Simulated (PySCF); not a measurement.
Vertical excitations of a molecule C4H5ClSi from TDA-B3LYP/def2-SVPD in PySCF, as energy in eV (oscillator strength): 4.51 (0.061), 5.46 (0.001), 5.76 (0.119), 5.86 (0.003), 5.91 (0.005), 6.20 (0.000), 6.33 (0.004), 6.51 (0.005), 6.95 (0.093), 7.00 (0.000). Lowest triplet (TDA): 2.66 eV. Coordinates come from a r2SCAN-D4/def2-SVP optimisation. Other conformers were not sampled.

Which structure fits?
A. C#C[Si@H](Cl)C=C
B. ClC1=C[SiH2]C=C1
C. C#C/C([SiH3])=C\Cl
D. C#CC(=C)[SiH2]Cl

B, ClC1=C[SiH2]C=C1
